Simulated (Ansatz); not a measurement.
Molecule: CH₅AlO, charge 0, multiplicity 1. 
Coordinates optimised at B3LYP-D3(BJ)/def2-TZVP (Ansatz, a program for electronic structure):
```
O
C 1 1.4073
H 2 1.0935 1 109.88
H 2 1.0935 3 108.06 1 -119.88
H 2 1.0962 3 108.27 4 -117.05
Al 1 1.6892 2 134.97 3 120.61
H 6 1.5710 1 116.27 2 180.00
H 6 1.5795 7 124.86 1 -180.00
```

Dipole moments at this geometry, in debye (magnitudes).

| level | program | dipole (D) |
|---|---|---|
| BLYP/def2-TZVPD | Ansatz | 0.92 |
| PBE0/def2-TZVPD | Ansatz | 0.91 |
| CAM-B3LYP/def2-TZVPD | Ansatz | … |
| LC-wPBE/def2-TZVPD | Ansatz | 0.97 |
| wB97M-V/def2-TZVPD | Ansatz | 0.93 |
| CCSD(T)/aug-cc-pV(D+d)Z | Ansatz | … |

Question: Some entries are withheld; supply them.

Answer: 
- CAM-B3LYP/def2-TZVPD, dipole (D): 0.96
- CCSD(T)/aug-cc-pV(D+d)Z, dipole (D): 0.95
